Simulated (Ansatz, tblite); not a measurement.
Forces on Ca12O12 (started as a model of: 2x2x6 CaO rock-salt block) at its PBE-D4/def2-SVP geometry. The state is a singlet with charge 0.

The xTB rows come from tblite. Single mean-field runs in def2-TZVP are fitted with def2-universal-jkfit. Another isomer (singlet) lies 1.16 eV lower at PBE0-D4/def2-TZVP; other spin states weren't run for this one.

GFN1-xTB (tblite), largest force 0.96 eV/Å:

```xyz
24
positions Å, forces eV/Å
Ca   -1.912    4.026    3.760    0.217   -0.593   -0.213
Ca   -0.579    1.914    0.034    0.173   -0.843    0.421
Ca    0.776   -0.272   -3.687   -0.039   -0.369    0.792
Ca   -2.591    1.181    2.481    0.833   -0.029   -0.265
Ca   -1.211   -1.017   -1.223    0.861    0.325    0.265
Ca    0.218   -3.179   -4.883    0.224    0.373    0.505
Ca    0.557    2.123    3.074   -0.544   -0.441   -0.525
Ca    1.893   -0.089   -0.639   -0.931   -0.211   -0.072
Ca    3.156   -2.301   -4.330   -0.542    0.144    0.361
Ca   -1.462    1.452    5.455    0.100    0.078   -0.655
Ca   -0.103   -0.807    1.826   -0.102    0.728   -0.614
Ca    1.259   -3.031   -1.868   -0.250    0.839   -0.003
O    -1.253    2.978    1.925   -0.113    0.546   -0.266
O     0.110    0.756   -1.783   -0.047    0.412   -0.407
O     1.468   -1.506   -5.403    0.043    0.101   -0.388
O    -3.082    2.313    4.331   -0.356    0.056    0.180
O    -1.826    0.104    0.643   -0.572   -0.103   -0.004
O    -0.481   -2.110   -3.075   -0.553   -0.213   -0.176
O    -0.283    3.151    4.859    0.187    0.219    0.282
O     1.150    0.995    1.203    0.501    0.218    0.198
O     2.526   -1.211   -2.509    0.602    0.133    0.042
O    -0.792    0.343    3.660    0.064   -0.466    0.400
O     0.566   -1.853   -0.064    0.118   -0.528    0.213
O     1.897   -3.960   -3.786    0.126   -0.375   -0.074
```

GFN2-xTB (tblite), largest force 0.30 eV/Å:

```
Ca 0.055 -0.080 -0.165
Ca 0.017 -0.055 -0.004
Ca -0.063 0.025 0.296
Ca 0.206 -0.096 -0.201
Ca 0.033 0.030 0.037
Ca -0.072 0.088 0.153
Ca -0.042 -0.170 -0.248
Ca -0.054 0.004 0.021
Ca -0.042 0.097 0.159
Ca 0.059 -0.106 -0.147
Ca 0.004 0.021 -0.054
Ca -0.101 0.242 0.153
O -0.002 -0.038 0.072
O -0.002 -0.004 0.016
O -0.014 0.124 -0.121
O -0.171 -0.031 -0.002
O 0.014 -0.002 -0.007
O 0.079 0.000 -0.021
O 0.151 0.065 0.059
O -0.007 -0.009 -0.011
O -0.054 -0.040 -0.046
O -0.022 0.078 -0.005
O -0.005 0.015 0.003
O 0.035 -0.158 0.064
```

PBE-D4/def2-TZVP (Ansatz), largest force 0.05 eV/Å:

```
Ca 0.003 -0.015 0.010
Ca -0.003 0.026 -0.024
Ca -0.006 0.037 -0.027
Ca -0.045 -0.012 -0.006
Ca -0.035 -0.007 -0.001
Ca 0.018 0.006 0.003
Ca 0.043 0.014 0.010
Ca 0.031 0.012 0.011
Ca -0.018 -0.005 -0.003
Ca -0.003 0.015 -0.010
Ca 0.006 -0.032 0.015
Ca 0.007 -0.040 0.023
O -0.010 0.031 0.006
O -0.001 0.002 -0.001
O 0.011 -0.011 -0.040
O -0.023 0.017 0.032
O -0.002 -0.001 0.000
O -0.015 -0.018 -0.023
O -0.002 0.023 0.036
O 0.002 0.001 0.000
O 0.029 -0.005 -0.015
O -0.003 -0.008 0.032
O 0.001 -0.002 0.001
O 0.014 -0.029 -0.028
```
